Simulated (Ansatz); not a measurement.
Basis sets compared for the cluster AgBr₂. The state is a doublet with charge 0. Geometry B3LYP-D4/def2-TZVP. Ansatz on 4 threads of Arm Neoverse V1 on a shared host; times are rough, and most runs start from earlier orbitals.

```
atom   x (Å)   y (Å)   z (Å)
 Ag1   0.000  -0.001  -0.001
 Br2   2.082  -0.693   1.035
 Br3  -2.082   0.694  -1.035
```

In the def2 sets Ag takes a core potential; there is no spin–orbit coupling. The structure comes from a short search, and lower isomers may exist.

Binding counts from free atoms (Ag doublet, Br doublet) in the same basis, without a counterpoise term.

```json
{"level": "r2SCAN-D4/def2-TZVP", "functions": "136", "energy (Eh)": "-5295.3786", "HOMO (eV)": "-7.24", "LUMO (eV)": "-7.08", "binding per atom (eV)": "1.60", "wall time": "28 s"}
{"level": "PBE0-D4/def2-SVP", "functions": "95", "energy (Eh)": "-5294.0897", "HOMO (eV)": "-8.02", "LUMO (eV)": "-6.50", "binding per atom (eV)": "1.46", "wall time": "13 s"}
{"level": "PBE0-D4/def2-TZVP (with forces)", "functions": "136", "energy (Eh)": "-5294.7488", "HOMO (eV)": "-8.07", "LUMO (eV)": "-6.56", "binding per atom (eV)": "1.44", "wall time": "32 s"}
```

(1) Estimate the rows for r2SCAN-D4/def2-TZVPD, PBE0-D4/def2-TZVPD.

## Answers

(1) 
| level | functions | energy (Eh) | HOMO (eV) | LUMO (eV) | binding per atom (eV) | wall time |
| --- | --- | --- | --- | --- | --- | --- |
| r2SCAN-D4/def2-TZVPD | 154 | -5295.3794 | -7.26 | -7.10 | 1.61 | 35 s |
| PBE0-D4/def2-TZVPD | 154 | -5294.7497 | -8.10 | -6.58 | 1.44 | 27 s |
